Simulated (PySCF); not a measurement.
## Finite-field polarisability of I⁻ (iodine, charge -1)

[Xe], closed-shell 1S. Computed with PySCF 2.14 in def2-QZVPPD with the def2 core potential (28 electrons) (8s7p5d4f1g, 91 functions), with a scalar-relativistic core potential. Frozen: 4s2 4p6 4d10. Energy changes in a uniform field (μhartree):

```tsv
axis	F (au)	HF	MP2	CCSD	CCSD(T)
x	0.0018	-98.366	-104.181	-102.034	-104.038
x	0.0036	-393.760	-417.114	-408.505	-416.557
```

(1) Derive α along x at CCSD(T) from the two fields.

(2) And the mean polarisability at each level?

The polarisability of an anion needs two sets of diffuse s and p functions; this basis lacks them, so these values show the method and not the converged property.

Results:

(1) With ΔE = −αF²/2 − γF⁴/24, α = −(16 ΔE(F) − ΔE(2F))/(6F²) = 64.20 bohr³.

(2) HF 60.70, MP2 64.29, CCSD 62.97, CCSD(T) 64.20 bohr³.
